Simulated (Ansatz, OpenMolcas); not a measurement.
**Heat of formation of CSe (SMILES [C][Se]) from total energies**

CSe has 2 atoms, charge 0, and is taken as a singlet. SMILES: `[C][Se]`. The shape is that of a PBE0-D4/def2-TZVP optimisation.

```tsv
atom	x (Å)	y (Å)	z (Å)
C	0.0000	0.0000	-0.0085
Se	0.0000	0.0000	1.6628
```

Total energies at r2SCAN/cc-pVTZ (OpenMolcas 26.06); the atoms run unrestricted:

| species | state | energy (Eh) |
| --- | --- | --- |
| CSe | singlet | -2439.576231 |
| C | triplet | -37.832099 |
| Se | triplet | -2401.519232 |

Harmonic wavenumbers at PBE0-D4/def2-TZVP, in cm⁻¹: 1085.

Measured heats of formation of the gaseous atoms at 298.15 K, in kJ/mol: C 716.9, Se 227.1. Spin-orbit lowering of the atoms at 298 K (mean of the ground term's levels less their thermal mean, from spectra), in kJ/mol: C 0.02, Se 11.30. Take 1 Eh = 2625.50 kJ/mol, 1 cm⁻¹ = 0.0119627 kJ/mol, RT = 2.479 kJ/mol.

Task: What heat of formation follows?

Result: 
1. Electronic atomisation energy: (-37.832099) + (-2401.519232) − (-2439.576231) = 0.224900 Eh = 590.5 kJ/mol.
2. Zero-point energy: half the sum of the wavenumbers, 542.5 cm⁻¹ = 6.5 kJ/mol.
3. Thermal vibrational enthalpy, Σ hcν̃/(exp(hcν̃/kT) − 1): 0.1 kJ/mol. Translation, rotation and pV of a linear molecule: 3.5 RT = 8.7 kJ/mol.
4. The 2 free atoms carry 5/2 RT each: 12.4 kJ/mol.
5. Spin-orbit coupling lowers the free atoms by 0.02 + 11.30 = 11.3 kJ/mol.
6. Atomisation enthalpy at 298 K: 590.5 − 11.3 − 6.5 − 0.1 − 8.7 + 12.4 = 576.3 kJ/mol.
7. Sum of the atoms' heats of formation: 944.0 kJ/mol. Heat of formation: 944.0 − 576.3 = +367.7 kJ/mol.

No measured value is set beside it here. Relativity is left out. Anharmonicity and any spin-orbit splitting of the molecule are left out.
